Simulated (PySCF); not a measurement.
## How methods differ on the ionisation energy of Ca⁺

Ca⁺ [Ar] 4s1 (2S) → Ca²⁺ [Ar] (1S), as a difference of total energies. All numbers are calculated (PySCF 2.14, scalar relativity by spin-free X2C-1e, in aug-cc-pVTZ-X2C). The calculations carry no spin-orbit coupling.

| method | ionisation energy (eV) | error (eV) |
| --- | --- | --- |
| UHF | 11.355 | -0.517 |
| LDA | 12.158 | +0.286 |
| PBE | 12.035 | +0.163 |
| PBE0 | 11.920 | +0.048 |
| r2SCAN | 11.710 | -0.162 |
| HSE06 | 11.938 | +0.066 |
| BHandHLYP | 11.934 | +0.062 |
| PW91 | 12.076 | +0.204 |

Reference: 11.872 eV (measured; NIST Atomic Spectra Database, ionization energies).
